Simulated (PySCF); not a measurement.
PySCF job for CH₈N₂O₂Si, SMILES O[Si](N)(O)NC, TDDFT-CAM-B3LYP/def2-SVPD. Coordinates come from a B3LYP-D3(BJ)/def2-SVP optimisation. The structure was generated by enumeration, and PubChem lists no compound with its InChIKey, so it may never have been made. The values are those of a single conformer.

```python
import numpy as np
from pyscf import gto, scf, dft, tdscf

mol = gto.M(
    atom='''
    C     2.34223542    0.10848906    0.59470605
    N     1.06913020    0.75503322    0.34349982
    Si   -0.39169157   -0.01365851   -0.10558839
    N    -1.33315339    1.21569048   -0.86059383
    O    -1.36338191   -0.69240313    1.07825484
    O     0.06014341   -1.34977434   -0.99193706
    H     2.60787193    0.06445681    1.66899739
    H     2.29933349   -0.92370036    0.21825379
    H     3.17262298    0.61326228    0.06779393
    H     1.03474220    1.74052079    0.58088158
    H    -0.92416809    1.75830164   -1.61525519
    H    -2.32135987    1.05331885   -1.02836820
    H    -1.72276160   -0.07793791    1.72779907
    H    -0.44194107   -2.14558342   -0.78098555
    ''',
    basis='def2-SVPD',
    charge=0,
    spin=0,
    max_memory=1600,
    verbose=4,
)
mf = dft.RKS(mol, xc='cam-b3lyp').density_fit(auxbasis='def2-universal-jkfit')
mf.grids.level = 3
mf.conv_tol = 1e-9
mf.max_cycle = 100
mf.kernel()
mf.grids = dft.Grids(mol).set(level=1).build(with_non0tab=True)  # coarser grid for the response kernel
td = tdscf.TDDFT(mf)
td.singlet = True
td.nstates = 10
td.conv_tol = 1e-4
td.positive_eig_threshold = 1e-6
td.kernel(x0=td.get_init_guess(mf, 15))
td.analyze()
tt = tdscf.TDA(mf)
tt.singlet = False
tt.nstates = 4
tt.conv_tol = 1e-4
tt.positive_eig_threshold = 1e-6
tt.kernel(x0=tt.get_init_guess(mf, 9))
tt.analyze(verbose=3)
```

Log of the run:

```
PySCF version 2.14.0

[INPUT] verbose = 4
[INPUT] num. atoms = 14
[INPUT] num. electrons = 58
[INPUT] charge = 0
[INPUT] spin (= nelec alpha-beta = 2S) = 0
[INPUT] symmetry False subgroup None
[INPUT] Mole.unit = angstrom
[INPUT] Symbol           X                Y                Z      unit          X                Y                Z       unit  Magmom
[INPUT]  1 C      2.342235420000   0.108489060000   0.594706050000 AA    4.426183463056   0.205014610912   1.123831559122 Bohr   0.0
[INPUT]  2 N      1.069130200000   0.755033220000   0.343499820000 AA    2.020363269501   1.426806000748   0.649120583637 Bohr   0.0
[INPUT]  3 Si    -0.391691570000  -0.013658510000  -0.105588390000 AA   -0.740189792601  -0.025810843170  -0.199533139034 Bohr   0.0
[INPUT]  4 N     -1.333153390000   1.215690480000  -0.860593830000 AA   -2.519294789135   2.297322059441  -1.626286643191 Bohr   0.0
[INPUT]  5 O     -1.363381910000  -0.692403130000   1.078254840000 AA   -2.576418413086  -1.308452283492   2.037606340087 Bohr   0.0
[INPUT]  6 O      0.060143410000  -1.349774340000  -0.991937060000 AA    0.113654573097  -2.550703832566  -1.874489376206 Bohr   0.0
[INPUT]  7 H      2.607871930000   0.064456810000   1.668997390000 AA    4.928163715641   0.121805717763   3.153947969714 Bohr   0.0
[INPUT]  8 H      2.299333490000  -0.923700360000   0.218253790000 AA    4.345110565140  -1.745540701562   0.412439888748 Bohr   0.0
[INPUT]  9 H      3.172622980000   0.613262280000   0.067793930000 AA    5.995388528701   1.158897751726   0.128111960608 Bohr   0.0
[INPUT] 10 H      1.034742200000   1.740520790000   0.580881580000 AA    1.955379367530   3.289107607212   1.097707097005 Bohr   0.0
[INPUT] 11 H     -0.924168090000   1.758301640000  -1.615255190000 AA   -1.746424583162   3.322708543974  -3.052389930382 Bohr   0.0
[INPUT] 12 H     -2.321359870000   1.053318850000  -1.028368200000 AA   -4.386734390856   1.990484148342  -1.943334253212 Bohr   0.0
[INPUT] 13 H     -1.722761600000  -0.077937910000   1.727799070000 AA   -3.255547601918  -0.147281304621   3.265067040578 Bohr   0.0
[INPUT] 14 H     -0.441941070000  -2.145583420000  -0.780985550000 AA   -0.835147585497  -4.054565041208  -1.475848796743 Bohr   0.0

nuclear repulsion = 340.412012458834
number of shells = 84
number of NR pGTOs = 278
number of NR cGTOs = 194
basis = def2-SVPD
ecp = {}


[settings echo left out]
init E= -592.582584591077
  HOMO = -0.29153104616589  LUMO = -0.0280866406608293  gap/eV = 7.16869
cycle= 1 E= -591.94824144565  delta_E= 0.634  |g|= 0.963  |ddm|= 5.16
  HOMO = -0.223510539788377  LUMO = 0.0384825971162428  gap/eV = 7.12920
cycle= 2 E= -591.871952526611  delta_E= 0.0763  |g|= 1.18  |ddm|= 3.15
  HOMO = -0.298333740643472  LUMO = 0.0241879678784245  gap/eV = 8.77626
cycle= 3 E= -592.128513939148  delta_E= -0.257  |g|= 0.0778  |ddm|= 1.53
  HOMO = -0.307147883324513  LUMO = 0.0252772807391635  gap/eV = 9.04575
cycle= 4 E= -592.12935189169  delta_E= -0.000838  |g|= 0.0432  |ddm|= 0.128
  HOMO = -0.302038791921474  LUMO = 0.0259654597906898  gap/eV = 8.92545
cycle= 5 E= -592.129742275773  delta_E= -0.00039  |g|= 0.00597  |ddm|= 0.0651
  HOMO = -0.302666536849033  LUMO = 0.0257843348427995  gap/eV = 8.93760
cycle= 6 E= -592.129750574468  delta_E= -8.3e-06  |g|= 0.00112  |ddm|= 0.0137
  HOMO = -0.302623178507176  LUMO = 0.0257807257204257  gap/eV = 8.93633
cycle= 7 E= -592.129750870439  delta_E= -2.96e-07  |g|= 0.000611  |ddm|= 0.00298
  HOMO = -0.302659621828486  LUMO = 0.0257802989144227  gap/eV = 8.93731
cycle= 8 E= -592.129750953513  delta_E= -8.31e-08  |g|= 0.00015  |ddm|= 0.00131
  HOMO = -0.302648975393641  LUMO = 0.0257787864029697  gap/eV = 8.93697
cycle= 9 E= -592.1297509586  delta_E= -5.09e-09  |g|= 5.59e-05  |ddm|= 0.000339
  HOMO = -0.302652116687723  LUMO = 0.025779177928448  gap/eV = 8.93707
cycle= 10 E= -592.129750959476  delta_E= -8.76e-10  |g|= 1.42e-05  |ddm|= 0.000181
  HOMO = -0.302653042178827  LUMO = 0.0257792760150819  gap/eV = 8.93710
Extra cycle  E= -592.129750959504  delta_E= -2.8e-11  |g|= 1.35e-05  |ddm|= 5.35e-05
converged SCF energy = -592.129750959504
tot grids = 51968
Overwritten attributes  positive_eig_threshold  of <class 'pyscf.tdscf.rks.TDDFT'>


******** <class 'pyscf.tdscf.rks.TDDFT'> for <class 'pyscf.df.df_jk.DFRKS'> ********
nstates = 10 singlet
deg_eia_thresh = 1.000e-03
wfnsym = None
conv_tol = 0.0001
eigh lindep = 1e-12
eigh level_shift = 0
eigh max_cycle = 100


Excitation energies (eV)
[6.04626577 6.72296039 7.11348502 7.40956802 7.69870568 7.92498005
 8.07247082 8.16625655 8.2839566  8.35297634]

** Singlet excitation energies and oscillator strengths **
Excited State   1:      6.04627 eV    205.06 nm  f=0.0084
      29 -> 30        0.63385
      29 -> 31        0.14805
      29 -> 32        0.19302
      29 -> 33        0.10488
      29 -> 34        0.12477
Excited State   2:      6.72296 eV    184.42 nm  f=0.0422
      28 -> 30        0.63075
      28 -> 31       -0.14206
      28 -> 33        0.18758
      29 -> 31       -0.14031
Excited State   3:      7.11349 eV    174.29 nm  f=0.0203
      28 -> 30        0.13576
      29 -> 30       -0.25137
      29 -> 31        0.52210
      29 -> 32        0.24329
      29 -> 33        0.19046
      29 -> 35        0.10089
Excited State   4:      7.40957 eV    167.33 nm  f=0.0122
      29 -> 30        0.11550
      29 -> 31        0.37258
      29 -> 32       -0.26680
      29 -> 33       -0.36038
      29 -> 34       -0.34982
Excited State   5:      7.69871 eV    161.05 nm  f=0.0389
      27 -> 30        0.16126
      29 -> 32        0.45490
      29 -> 33       -0.43495
      29 -> 36       -0.10034
Excited State   6:      7.92498 eV    156.45 nm  f=0.0265
      26 -> 32       -0.12480
      27 -> 30       -0.39812
      28 -> 30       -0.14367
      28 -> 31       -0.21325
      28 -> 33        0.30295
      28 -> 34       -0.11934
      29 -> 32        0.20055
      29 -> 34       -0.19621
Excited State   7:      8.07247 eV    153.59 nm  f=0.0154
      26 -> 30       -0.14946
      27 -> 30       -0.40377
      27 -> 33        0.14630
      28 -> 30        0.10787
      28 -> 33       -0.24406
      29 -> 32       -0.13186
      29 -> 33       -0.20945
      29 -> 34        0.29160
Excited State   8:      8.16626 eV    151.83 nm  f=0.0201
      26 -> 30        0.16065
      27 -> 30        0.12716
      28 -> 31       -0.12605
      28 -> 33        0.30464
      28 -> 34       -0.14122
      29 -> 32       -0.18776
      29 -> 33       -0.20128
      29 -> 34        0.39919
      29 -> 35        0.16600
Excited State   9:      8.28396 eV    149.67 nm  f=0.0536
      25 -> 30        0.11006
      26 -> 30       -0.38381
      27 -> 31        0.11425
      27 -> 32       -0.16258
      28 -> 31        0.19155
      28 -> 32       -0.35088
      28 -> 33        0.29124
Excited State  10:      8.35298 eV    148.43 nm  f=0.0004
      28 -> 31        0.31832
      28 -> 32        0.30745
      28 -> 33        0.22935
      28 -> 34        0.23799
      28 -> 35       -0.33787
      29 -> 35       -0.13917

** Transition electric dipole moments (AU) **
state          X           Y           Z        Dip. S.      Osc.
  1         0.1455      0.1222     -0.1435      0.0567      0.0084
  2        -0.1154      0.3658      0.3307      0.2565      0.0422
  3        -0.2648     -0.0371      0.2121      0.1165      0.0203
  4        -0.0552     -0.0243      0.2517      0.0670      0.0122
  5         0.4254     -0.0646      0.1450      0.2062      0.0389
  6         0.2615      0.0418      0.2574      0.1364      0.0265
  7        -0.1354      0.0463     -0.2391      0.0777      0.0154
  8         0.2775     -0.0376      0.1483      0.1004      0.0201
  9        -0.2422      0.2364     -0.3868      0.2642      0.0536
 10         0.0194      0.0283      0.0299      0.0021      0.0004

** Transition velocity dipole moments (imaginary part, AU) **
state          X           Y           Z        Dip. S.      Osc.
  1         0.0332      0.0293     -0.0349      0.0032      0.0095
  2        -0.0303      0.0966      0.0904      0.0184      0.0497
  3        -0.0678     -0.0116      0.0590      0.0082      0.0209
  4        -0.0148     -0.0070      0.0739      0.0057      0.0140
  5         0.1196     -0.0171      0.0379      0.0160      0.0378
  6         0.0755      0.0150      0.0787      0.0121      0.0277
  7        -0.0393      0.0152     -0.0764      0.0076      0.0171
  8         0.0858     -0.0082      0.0440      0.0094      0.0208
  9        -0.0735      0.0758     -0.1170      0.0248      0.0544
 10         0.0057      0.0080      0.0079      0.0002      0.0003

** Transition magnetic dipole moments (imaginary part, AU) **
state          X           Y           Z
  1         0.2956     -0.0242      0.2374
  2        -0.7946     -0.5389      0.2965
  3        -0.0998      0.6114      0.1467
  4        -0.0613      0.3032      0.1281
  5        -0.1587      0.0183      0.2548
  6         0.1730      0.5230      0.0318
  7         0.1035      0.2825      0.1875
  8         0.1775     -0.4198      0.0214
  9        -0.0958      0.2261      0.5321
 10        -0.0467     -0.1179      0.0375
Overwritten attributes  positive_eig_threshold  of <class 'pyscf.tdscf.rks.TDA'>


******** <class 'pyscf.tdscf.rks.TDA'> for <class 'pyscf.df.df_jk.DFRKS'> ********
nstates = 4 triplet
deg_eia_thresh = 1.000e-03
wfnsym = None
conv_tol = 0.0001
eigh lindep = 1e-12
eigh level_shift = 0
eigh max_cycle = 100


Excitation energies (eV)
[5.84084076 6.39957134 6.96657919 7.2126333 ]

** Triplet excitation energies and oscillator strengths **
Excited State   1:      5.84084 eV    212.27 nm  f=0.0000
Excited State   2:      6.39957 eV    193.74 nm  f=0.0000
Excited State   3:      6.96658 eV    177.97 nm  f=0.0000
Excited State   4:      7.21263 eV    171.90 nm  f=0.0000
```

The calculation finished and met its thresholds.
